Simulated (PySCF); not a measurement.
# TDDFT excited states: C4H9ClO2Si

Compound: C4H9ClO2Si.
SMILES: `ClC[SiH]1OCCCO1`

Method used: TDDFT B3LYP/def2-SVPD, vertical, gas phase, core orbitals frozen in the response (PySCF). The structure is a single GFN2-xTB conformer in the gas phase; no vibrational or solvent corrections.

**Question.** What does the calculation give for the low-lying excited states?

**Answer.** 

```csv
state,E (eV),λ (nm),ν̃ (cm⁻¹),f,"main configurations (H = HOMO, L = LUMO)"
S1,6.63,187.0,53480,0.015,"H→L (78%), H→L+1 (15%)"
S2,7.09,174.8,57220,0.038,"H→L+1 (39%), H-2→L (24%), H-1→L (14%)"
S3,7.11,174.3,57370,0.023,"H→L+1 (26%), H-3→L (18%), H-1→L (18%)"
S4,7.27,170.5,58660,0.0072,H→L+2 (93%)
S5,7.30,169.8,58900,0.0006,"H-2→L (44%), H-1→L (40%)"
S6,7.41,167.4,59730,0.0059,"H-3→L (49%), H-1→L (14%), H→L+3 (11%)"
S7,7.55,164.1,60930,0.011,H→L+3 (64%)
S8,7.58,163.5,61160,0.0019,"H-1→L+1 (48%), H-2→L+1 (30%)"
```

Triplets, Tamm–Dancoff:

```tsv
state	E (eV)	λ (nm)	main configurations (H = HOMO, L = LUMO)
T1	6.08	203.8	H→L (56%), H→L+1 (24%)
T2	6.49	191.1	H-1→L (24%), H-2→L (24%), H-1→L+1 (12%)
T3	6.91	179.4	H→L+1 (33%), H→L (28%), H-3→L (16%)
```

The lowest singlet comes at 187 nm (640 kJ/mol) in the vacuum ultraviolet; it is weak; its leading configuration is HOMO→LUMO (78%). The most intense listed level is S2 at 7.09 eV (175 nm, f = 0.038), 0.46 eV above S1. Löwdin shares by element: HOMO chlorine 36%, carbon 16% or more, oxygen 12% or more, silicon 10% (atoms not listed hold the other 26%); LUMO chlorine 24%, silicon 13%, carbon 12% or more, oxygen 8% or more (atoms not listed hold the other 43%). The listed states span 0.95 eV, and the widest gap between neighbours is 0.46 eV (S1 to S2). Of the 8 states listed, 4 reach f = 0.01 and none stays under 0.0005. Orbital energies (eV): HOMO-3 -8.27, HOMO-2 -8.15, HOMO-1 -8.13, HOMO -7.61, LUMO 0.07, LUMO+1 0.30, LUMO+2 0.60. No computed singlet lies in the visible range (380 to 750 nm); the lowest, at 187 nm, stands 3.37 eV above its violet end (3.26 eV). The window holds the lowest 8 singlets.
